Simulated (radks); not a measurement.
Numerical settings for the lanthanum ion La+, [Xe] 5d2. Method: scalar-relativistic Kohn-Sham, BLYP, spin-unpolarised, spherical densities, finite nucleus; Fermi nuclear charge, rms radius 4.855 fm; computed with a radial shooting solver on a logarithmic mesh with Libxc functionals. The defaults (mesh step 0.008 in ln r, mesh end at 40 bohr or more with all orbitals vanishing there, Anderson mixing 0.5 over 9 steps, residual threshold near 1e-9 with the energy settled to 1e-9 hartree or 1e-11 of itself, here a cap of 78 iterations) give E = -8493.4201 hartree and 5d at -7.104 eV in 14 iterations. Run on one thread of a shared host, so times are rough (Arm Neoverse V1): 0.12 s of CPU time, 0.12 s wall, 14 iterations on 2314 mesh points. Changes against that run (0 stands for a change within the tolerance of the run):

| setting | iterations | converged | E (mhartree) | e(5d) (meV) | CPU (s) |
|---|---|---|---|---|---|
| mesh step in ln r 0.003 | 22 | yes | 0 | 0 | 0.41 |
| mesh step in ln r 0.2 | 4 | no | diverged | - | 0.02 |
| mesh step in ln r 0.12 | 4 | no | diverged | - | 0.01 |
| mesh end (bohr) 12 | 14 | yes | +0.0298 | +3.37 | 0.12 |
| mesh end (bohr) 400 | 14 | yes | 0 | 0 | 0.13 |
| residual threshold 0.001 | 9 | yes | 0 | +1.19 | 0.09 |
| residual threshold 1e-05 | 11 | yes | 0 | +0.098 | 0.11 |
| mixing 0.2 | 17 | yes | 0 | 0 | 0.15 |
| linear mixing, mixing 0.2 | 78 | no | 0 | 0 | 0.5 |
| linear mixing, mixing 0.8 | 36 | no | diverged | - | 0.26 |
| mixing history 20 | 20 | yes | 0 | 0 | 0.16 |
| iteration cap 5 | 5 | no | +0.283 | +26.2 | 0.05 |

No run marked as converged misses the energy by more than 1 mhartree. A mesh that ends early acts as a hard wall.
